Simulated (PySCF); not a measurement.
Partial charges of `C=C[Si@@H](CC#N)[SiH2]N`

C4H10N2Si2.
Structure used (GFN2-xTB), in Å, numbered top down from 1:
```
atom  x, y, z in Å
C1    -3.1526    0.2556   -0.3493
C2    -2.0173   -0.4249   -0.3606
Si3   -0.4825    0.0719    0.6175
C4     0.3711   -1.6272    1.0024
C5     1.5776   -1.4059    1.7188
N6     2.5484   -1.1684    2.2808
Si7    0.9369    1.5149   -0.5130
N8     2.4773    0.7502   -0.5566
H9    -3.2750    1.1328    0.2651
H10   -4.0114   -0.0263   -0.9396
H11   -1.9567   -1.2967   -1.0031
H12   -0.9361    0.5605    1.9349
H13   -0.2834   -2.2696    1.5929
H14    0.6103   -2.1425    0.0709
H15    0.5987    1.7110   -1.9284
H16    0.9095    2.8549    0.1058
H17    2.8555    0.3435    0.2857
H18    3.2210    1.1724   -1.0893
```

Density: PBE0/pcSseg-1 (PySCF); schemes: Mulliken, IAO, Hirshfeld and ESP-fitted. The structure is a single GFN2-xTB conformer in the gas phase; no vibrational or solvent corrections.

Task: Tabulate the Mulliken, IAO, Hirshfeld and ESP-fitted charges.

Result: In e; atoms taken as equivalent share a row and are averaged (×n: the atom named and its like, n in all):

```csv
atom,environment,Mulliken,IAO,Hirshfeld,ESP-fitted
C1,terminal =CH2 carbon,-0.146,-0.275,-0.081,-0.361
C2,alkene CH carbon,-0.493,-0.413,-0.139,-0.296
Si3,SiH silicon,+0.502,+0.616,+0.292,+0.323
C4,sp3 carbon bound to silicon,-0.494,-0.563,-0.129,-0.469
C5,nitrile carbon,+0.045,+0.150,+0.086,+0.413
N6,nitrile nitrogen,-0.279,-0.283,-0.237,-0.500
Si7,SiH2 silicon,+0.542,+0.621,+0.283,+0.549
N8,silicon-bound nitrogen,-0.638,-0.841,-0.319,-0.994
H9,vinylic hydrogen,+0.117,+0.144,+0.047,+0.177
H10,vinylic hydrogen,+0.124,+0.153,+0.051,+0.179
H11,vinylic hydrogen,+0.129,+0.151,+0.043,+0.175
H12,Si–H hydrogen,-0.017,-0.102,-0.074,-0.065
H13,methylene hydrogen,+0.193,+0.192,+0.070,+0.196
H14,methylene hydrogen,+0.191,+0.190,+0.067,+0.168
H15,Si–H hydrogen,-0.085,-0.120,-0.082,-0.111
H16,Si–H hydrogen,-0.104,-0.152,-0.094,-0.157
H17/H18,N–H hydrogen,+0.207,+0.266,+0.108,+0.386
```

Mean size of the charges over all atoms: ESP-fitted 0.328 e, IAO 0.305 e, Mulliken 0.251 e, Hirshfeld 0.128 e. Each set sums to the total charge, 0, to within 0.001 e. The IAO scheme projects the occupied orbitals on a minimal set of polarised atomic orbitals and counts the electrons in each atom's part of it.

Some averages cover members that differ in this geometry: H17/H18, ESP-fitted +0.370 to +0.403; H17/H18, Hirshfeld +0.096 to +0.121 e.

Lowest charge. All schemes agree: Mulliken N8 (-0.638); IAO N8 (-0.841); Hirshfeld N8 (-0.319); ESP-fitted N8 (-0.994).

Highest charge. The schemes don't all agree: Mulliken Si7 (+0.542); IAO Si7 (+0.621); Hirshfeld Si3 (+0.292); ESP-fitted Si7 (+0.549).

Task: How many electrons does the Mulliken scheme count on Si3?

Result: Z − q = 14 − (+0.502) = 13.498.

Task: How closely do the schemes follow one another over all atoms?

Result: Correlation coefficient and root-mean-square difference: Mulliken with IAO 0.99, 0.081 e; IAO with Hirshfeld 0.96, 0.226 e; IAO with ESP-fitted 0.94, 0.128 e; Mulliken with Hirshfeld 0.94, 0.175 e; Hirshfeld with ESP-fitted 0.93, 0.254 e; Mulliken with ESP-fitted 0.91, 0.168 e.
